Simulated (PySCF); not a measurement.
A geometry optimisation, step by step.

Species: cyclo-(H2GeO)5.
Bonds: Ge1–O4, Ge1–O20, O4–Ge5, Ge5–O8, O8–Ge9, Ge9–O12, O12–Ge13, Ge13–O16, O16–Ge17, Ge17–O20. Hydrogens: H2, H3 on Ge1; H6, H7 on Ge5; H10, H11 on Ge9; H14, H15 on Ge13; H18, H19 on Ge17.

Method: PBE0-D3(BJ)/def2-SVP geometry optimisation, gas phase in PySCF 2.14.0; density fitting, grid level 1; the optimiser is geomeTRIC in internal coordinates, started from a GFN2-xTB structure with every atom displaced at random (about 0.03 Å). 10 of its 24 geometries are shown. The frame can shift and turn from step to step; on so coarse a grid that alone can change the energy by a few meV, and forces under 0.02 eV/Å are noise.

Step 0: E = -292904.5191 eV, largest atomic force 4.808 eV/Å
```
atom  x, y, z in Å  |  force x, y, z in eV/Å
Ge1     1.963   -0.320    1.739   -4.097   2.468  -0.489
H2      0.884   -0.746    2.737    0.096  -0.136   0.147
H3      3.284   -0.196    2.116    3.563   0.274   1.239
O4      1.891   -1.340    0.382   -0.320  -1.120  -1.234
Ge5     1.585   -1.585   -1.345    1.727   0.656   0.784
H6      1.595   -3.047   -1.472    0.003  -1.371  -0.249
H7      2.642   -0.765   -2.073    0.284  -0.066  -0.182
O8      0.137   -0.898   -1.901   -2.249   0.800  -0.195
Ge9    -1.652   -0.915   -1.787    1.113  -0.952  -2.114
H10    -2.024    0.152   -2.785   -0.220   0.353  -0.313
H11    -2.189   -2.329   -2.077    0.139   0.023  -0.095
O12    -2.241   -0.566   -0.249   -0.684  -0.354   0.765
Ge13   -2.316    0.508    1.085    2.361   0.494   1.918
H14    -3.665    1.057    1.265   -1.244   0.405   0.094
H15    -1.719   -0.379    2.264   -0.468   0.535  -0.447
O16    -1.233    1.911    0.871   -1.408  -0.655  -0.043
Ge17    0.381    2.330    0.340   -0.631   0.065  -0.072
H18     0.524    3.725    0.844    0.177   0.920  -0.050
H19     0.541    2.011   -1.121    0.039   0.019  -0.682
O20     1.472    1.406    1.266    1.819  -2.361   1.217
```

Step 3: E = -292905.5160 eV, largest atomic force 0.205 eV/Å
```
atom  x, y, z in Å  |  force x, y, z in eV/Å
Ge1     1.846   -0.291    1.765    0.080  -0.107   0.010
H2      0.768   -0.777    2.746   -0.020   0.034  -0.018
H3      3.270   -0.327    2.338   -0.011   0.050  -0.025
O4      1.794   -1.378    0.375   -0.050  -0.085   0.157
Ge5     1.615   -1.495   -1.364   -0.028  -0.033  -0.133
H6      1.531   -2.993   -1.692    0.010  -0.032   0.023
H7      2.750   -0.737   -2.065    0.004   0.020  -0.006
O8      0.126   -0.699   -1.879    0.094   0.182  -0.015
Ge9    -1.626   -0.868   -1.798   -0.093  -0.029   0.008
H10    -2.197    0.250   -2.681    0.021   0.009  -0.031
H11    -2.028   -2.295   -2.200   -0.008  -0.001   0.013
O12    -2.177   -0.654   -0.142    0.025  -0.133   0.106
Ge13   -2.232    0.484    1.207   -0.046  -0.020  -0.088
H14    -3.684    0.951    1.369   -0.004   0.046   0.010
H15    -1.655   -0.244    2.430    0.014   0.003   0.001
O16    -1.271    1.916    0.835   -0.035   0.029  -0.024
Ge17    0.370    2.255    0.266    0.019  -0.032  -0.002
H18     0.627    3.741    0.515   -0.007   0.044   0.061
H19     0.508    1.809   -1.194    0.002  -0.001  -0.014
O20     1.528    1.368    1.269    0.035   0.056  -0.031
```

Step 5: E = -292905.5570 eV, largest atomic force 0.339 eV/Å
```
atom  x, y, z in Å  |  force x, y, z in eV/Å
Ge1     1.833   -0.331    1.728   -0.085  -0.012   0.041
H2      0.762   -0.744    2.749   -0.027   0.027  -0.015
H3      3.258   -0.384    2.273    0.146   0.003   0.001
O4      1.689   -1.484    0.390    0.042  -0.011   0.065
Ge5     1.570   -1.467   -1.364   -0.007   0.085  -0.009
H6      1.404   -2.927   -1.808   -0.023  -0.025   0.021
H7      2.751   -0.727   -2.009    0.008   0.012   0.037
O8      0.133   -0.520   -1.791    0.061  -0.048  -0.151
Ge9    -1.596   -0.883   -1.735   -0.121   0.013   0.075
H10    -2.283    0.201   -2.576    0.012   0.010  -0.001
H11    -1.870   -2.328   -2.175    0.032  -0.007  -0.005
O12    -2.115   -0.793   -0.049    0.029  -0.081  -0.100
Ge13   -2.226    0.469    1.178    0.041   0.251   0.225
H14    -3.677    0.954    1.282   -0.029   0.003  -0.044
H15    -1.666   -0.134    2.476   -0.011  -0.014  -0.030
O16    -1.276    1.901    0.733   -0.009  -0.274  -0.059
Ge17    0.389    2.250    0.236    0.194   0.148   0.126
H18     0.634    3.718    0.605   -0.024  -0.002   0.011
H19     0.571    1.909   -1.244   -0.009   0.017  -0.021
O20     1.576    1.335    1.200   -0.220  -0.096  -0.164
```

Step 8: E = -292905.5963 eV, largest atomic force 0.121 eV/Å
```
atom  x, y, z in Å  |  force x, y, z in eV/Å
Ge1     1.835   -0.381    1.705    0.051   0.104   0.035
H2      0.784   -0.724    2.770    0.021  -0.020   0.017
H3      3.301   -0.416    2.169   -0.074  -0.012   0.024
O4      1.635   -1.560    0.403   -0.024  -0.024  -0.061
Ge5     1.544   -1.456   -1.358    0.011   0.001   0.074
H6      1.362   -2.905   -1.836    0.014   0.022  -0.026
H7      2.753   -0.703   -1.929   -0.002  -0.002  -0.006
O8      0.124   -0.486   -1.795   -0.039  -0.065  -0.022
Ge9    -1.593   -0.932   -1.678    0.055   0.036   0.018
H10    -2.343    0.101   -2.530   -0.013  -0.004   0.012
H11    -1.775   -2.401   -2.088   -0.012   0.004  -0.009
O12    -2.078   -0.846    0.017    0.018   0.041   0.022
Ge13   -2.246    0.509    1.151   -0.044  -0.041  -0.034
H14    -3.692    1.024    1.095    0.014  -0.008   0.027
H15    -1.787   -0.026    2.514   -0.004   0.001   0.023
O16    -1.240    1.861    0.644    0.038   0.018  -0.096
Ge17    0.431    2.283    0.232   -0.087   0.020   0.067
H18     0.638    3.707    0.765    0.017  -0.004  -0.013
H19     0.642    2.103   -1.274    0.007   0.016   0.006
O20     1.568    1.263    1.121    0.052  -0.084  -0.056
```

Step 10: E = -292905.6078 eV, largest atomic force 0.153 eV/Å
```
atom  x, y, z in Å  |  force x, y, z in eV/Å
Ge1     1.782   -0.426    1.702   -0.026  -0.078   0.006
H2      0.712   -0.757    2.752   -0.016   0.018  -0.015
H3      3.226   -0.479    2.223   -0.005   0.019  -0.006
O4      1.605   -1.611    0.397    0.023  -0.021   0.053
Ge5     1.566   -1.424   -1.357   -0.021   0.043  -0.055
H6      1.472   -2.845   -1.930    0.012  -0.013   0.006
H7      2.751   -0.585   -1.856    0.000   0.007  -0.001
O8      0.111   -0.504   -1.796    0.007  -0.035   0.018
Ge9    -1.589   -0.982   -1.609    0.008   0.021  -0.027
H10    -2.402    0.012   -2.450    0.010   0.002  -0.016
H11    -1.752   -2.461   -1.988   -0.013  -0.002   0.012
O12    -2.034   -0.859    0.097   -0.003   0.022   0.079
Ge13   -2.249    0.565    1.132    0.015  -0.129  -0.008
H14    -3.696    1.064    1.014   -0.001   0.029  -0.003
H15    -1.828    0.135    2.545    0.007   0.005   0.001
O16    -1.222    1.862    0.535   -0.071   0.119  -0.065
Ge17    0.459    2.279    0.187   -0.015  -0.044   0.010
H18     0.696    3.682    0.760   -0.004   0.007   0.032
H19     0.708    2.153   -1.318    0.002  -0.006  -0.010
O20     1.546    1.195    1.060    0.090   0.036  -0.010
```

Step 13: E = -292905.6307 eV, largest atomic force 0.149 eV/Å
```
atom  x, y, z in Å  |  force x, y, z in eV/Å
Ge1     1.584   -0.566    1.666   -0.094  -0.048  -0.028
H2      0.356   -0.892    2.529   -0.012   0.028  -0.028
H3      2.914   -0.635    2.421    0.066  -0.014   0.002
O4      1.621   -1.713    0.313    0.121  -0.003   0.035
Ge5     1.646   -1.324   -1.412   -0.056  -0.004  -0.010
H6      1.844   -2.657   -2.148   -0.020  -0.015   0.010
H7      2.672   -0.237   -1.756    0.009  -0.004   0.016
O8      0.066   -0.624   -1.809    0.028   0.077  -0.054
Ge9    -1.576   -1.145   -1.410   -0.087  -0.052   0.022
H10    -2.510   -0.302   -2.291    0.010   0.007  -0.001
H11    -1.716   -2.665   -1.578    0.017  -0.002   0.010
O12    -1.897   -0.819    0.306    0.037  -0.081  -0.026
Ge13   -2.211    0.741    1.077    0.029   0.109   0.048
H14    -3.661    1.185    0.841   -0.007  -0.012  -0.035
H15    -1.826    0.590    2.557    0.000  -0.015  -0.018
O16    -1.196    1.940    0.269   -0.109   0.020   0.025
Ge17    0.533    2.263    0.113    0.143  -0.039   0.012
H18     0.817    3.609    0.797   -0.010  -0.004   0.004
H19     0.909    2.207   -1.372   -0.018  -0.005   0.002
O20     1.491    1.059    0.988   -0.049   0.056   0.016
```

Step 15: E = -292905.6409 eV, largest atomic force 0.126 eV/Å
```
atom  x, y, z in Å  |  force x, y, z in eV/Å
Ge1     1.581   -0.580    1.646    0.074   0.079  -0.016
H2      0.322   -0.919    2.452   -0.001  -0.024   0.026
H3      2.910   -0.658    2.414   -0.069  -0.023   0.010
O4      1.684   -1.693    0.272   -0.001   0.031  -0.089
Ge5     1.634   -1.327   -1.461    0.025  -0.060   0.066
H6      1.796   -2.684   -2.162   -0.005   0.018  -0.014
H7      2.666   -0.257   -1.842   -0.006   0.000  -0.010
O8      0.052   -0.623   -1.844   -0.030   0.039   0.054
Ge9    -1.575   -1.170   -1.398   -0.005  -0.016   0.009
H10    -2.533   -0.379   -2.300   -0.011  -0.004   0.010
H11    -1.666   -2.700   -1.502   -0.005   0.001  -0.012
O12    -1.874   -0.795    0.310    0.084   0.044  -0.005
Ge13   -2.206    0.770    1.077   -0.055   0.006  -0.052
H14    -3.656    1.188    0.792    0.006  -0.004   0.020
H15    -1.845    0.598    2.559   -0.014   0.001   0.010
O16    -1.201    2.002    0.311    0.113  -0.054   0.011
Ge17    0.545    2.293    0.172   -0.069   0.024  -0.002
H18     0.825    3.626    0.881    0.021   0.000  -0.028
H19     0.915    2.246   -1.315    0.001   0.002   0.005
O20     1.489    1.077    1.038   -0.051  -0.060   0.010
```

Step 18: E = -292905.6500 eV, largest atomic force 0.055 eV/Å
```
atom  x, y, z in Å  |  force x, y, z in eV/Å
Ge1     1.548   -0.630    1.625   -0.010  -0.024  -0.033
H2      0.264   -1.013    2.370   -0.001   0.005  -0.004
H3      2.832   -0.750    2.454    0.013   0.008   0.000
O4      1.721   -1.684    0.208    0.010  -0.022   0.030
Ge5     1.629   -1.274   -1.508   -0.011   0.020  -0.024
H6      1.788   -2.601   -2.264    0.004  -0.005   0.003
H7      2.631   -0.177   -1.889    0.001  -0.002  -0.002
O8      0.023   -0.582   -1.825    0.000  -0.009  -0.002
Ge9    -1.564   -1.195   -1.328    0.005   0.016  -0.026
H10    -2.594   -0.480   -2.214    0.003  -0.001  -0.006
H11    -1.588   -2.730   -1.391   -0.004   0.000   0.006
O12    -1.817   -0.767    0.373   -0.003   0.007   0.035
Ge13   -2.202    0.818    1.074    0.002  -0.036  -0.005
H14    -3.644    1.209    0.725   -0.001   0.011  -0.005
H15    -1.900    0.692    2.573   -0.003   0.006   0.001
O16    -1.171    2.025    0.305    0.001   0.018   0.024
Ge17    0.578    2.281    0.179    0.002  -0.011  -0.045
H18     0.896    3.612    0.873    0.003   0.002   0.006
H19     0.961    2.218   -1.304    0.002  -0.001  -0.004
O20     1.471    1.041    1.063   -0.010   0.017   0.052
```

Step 20: E = -292905.6518 eV, largest atomic force 0.037 eV/Å
```
atom  x, y, z in Å  |  force x, y, z in eV/Å
Ge1     1.555   -0.646    1.615    0.002   0.000  -0.018
H2      0.266   -1.061    2.334   -0.004   0.002  -0.004
H3      2.831   -0.775    2.457    0.009   0.002  -0.002
O4      1.761   -1.665    0.178   -0.007  -0.025   0.005
Ge5     1.624   -1.269   -1.538   -0.003   0.024  -0.007
H6      1.750   -2.604   -2.286   -0.001  -0.002   0.001
H7      2.628   -0.186   -1.954   -0.001   0.001   0.003
O8      0.019   -0.559   -1.821    0.004  -0.026   0.000
Ge9    -1.567   -1.179   -1.327   -0.010   0.011  -0.005
H10    -2.600   -0.476   -2.220    0.004   0.006  -0.001
H11    -1.581   -2.713   -1.380   -0.001   0.001   0.001
O12    -1.822   -0.745    0.372    0.012  -0.016   0.009
Ge13   -2.206    0.829    1.094   -0.005   0.013  -0.001
H14    -3.641    1.238    0.732   -0.001   0.000  -0.002
H15    -1.928    0.673    2.595    0.000   0.001  -0.001
O16    -1.163    2.052    0.369   -0.007   0.002   0.004
Ge17    0.586    2.273    0.200    0.016  -0.006  -0.018
H18     0.938    3.615    0.858    0.000   0.001   0.000
H19     0.945    2.171   -1.287   -0.001  -0.002   0.000
O20     1.467    1.041    1.107   -0.008   0.014   0.034
```

Step 23: E = -292905.6523 eV, largest atomic force 0.026 eV/Å
```
atom  x, y, z in Å  |  force x, y, z in eV/Å
Ge1     1.553   -0.667    1.614    0.016  -0.001  -0.005
H2      0.256   -1.089    2.314    0.003   0.000   0.007
H3      2.826   -0.806    2.460   -0.007  -0.005  -0.002
O4      1.768   -1.675    0.169   -0.013   0.019  -0.011
Ge5     1.615   -1.276   -1.545    0.008  -0.013   0.021
H6      1.741   -2.610   -2.296   -0.001   0.002  -0.001
H7      2.613   -0.189   -1.964   -0.001   0.000   0.000
O8      0.008   -0.571   -1.816   -0.002  -0.002  -0.014
Ge9    -1.588   -1.159   -1.318   -0.002  -0.001   0.011
H10    -2.605   -0.429   -2.208   -0.002   0.001   0.003
H11    -1.636   -2.693   -1.372   -0.002   0.001  -0.005
O12    -1.826   -0.722    0.382    0.006  -0.007  -0.004
Ge13   -2.199    0.857    1.101   -0.002   0.012   0.005
H14    -3.629    1.278    0.732    0.003   0.000  -0.001
H15    -1.929    0.700    2.604    0.001  -0.002   0.001
O16    -1.140    2.071    0.382   -0.002  -0.001  -0.011
Ge17    0.612    2.254    0.195    0.007  -0.001   0.004
H18     0.990    3.606    0.816    0.003  -0.002  -0.002
H19     0.962    2.104   -1.290   -0.002   0.001   0.000
O20     1.470    1.031    1.138   -0.014  -0.003   0.007
```

**Question.** Summarise the path.

**Answer.** The energy falls by 26.13 kcal/mol from step 0 to step 23; nine tenths of that is first reached at step 5. It falls at every step. The largest force goes from 4.808 to 0.026 eV/Å. Among the bonds Ge1–H3 changes most, from 1.380 to 1.534 Å; the atoms move by 0.661 Å rms after alignment.

**Question.** Follow the three bonds and two angles with the largest change from start to end.

**Answer.** 
```csv
step,E above end (kcal/mol),largest force (eV/Å),Ge1–H3 (Å),Ge1–O20 (Å),Ge9–O12 (Å),Ge1–O4–Ge5 (°),Ge9–O12–Ge13 (°)
0,26.13,4.808,1.380,1.856,1.683,150.3,148.9
1,5.41,0.713,1.545,1.779,1.749,149.6,148.3
2,3.97,0.247,1.543,1.763,1.754,148.2,146.8
3,3.14,0.205,1.536,1.761,1.759,145.7,143.9
4,2.82,0.172,1.532,1.762,1.761,144.2,142.1
5,2.20,0.339,1.527,1.767,1.766,138.8,136.0
6,1.90,0.293,1.529,1.768,1.766,138.5,135.8
7,1.48,0.153,1.536,1.766,1.766,135.7,133.4
8,1.29,0.121,1.538,1.765,1.765,134.5,132.6
9,1.14,0.124,1.538,1.762,1.766,132.7,131.1
10,1.03,0.153,1.536,1.760,1.767,131.5,130.5
11,0.87,0.177,1.532,1.760,1.770,128.6,128.2
12,0.70,0.204,1.531,1.760,1.774,126.6,127.2
13,0.50,0.149,1.532,1.763,1.775,127.0,128.0
14,0.32,0.111,1.535,1.767,1.776,126.7,127.6
15,0.26,0.126,1.537,1.767,1.774,128.9,129.4
16,0.16,0.087,1.536,1.767,1.774,128.4,128.7
17,0.10,0.056,1.535,1.766,1.773,128.5,128.4
18,0.05,0.055,1.534,1.764,1.772,129.2,128.7
19,0.02,0.050,1.534,1.764,1.772,130.1,129.4
20,0.01,0.037,1.534,1.764,1.772,130.5,129.7
21,0.01,0.030,1.534,1.765,1.772,130.7,129.9
22,0.00,0.029,1.534,1.766,1.772,130.7,129.8
23,0.00,0.026,1.534,1.766,1.772,130.6,129.5
```

Run on an AMD EPYC 9R45 with 2 threads, no GPU, shared host.
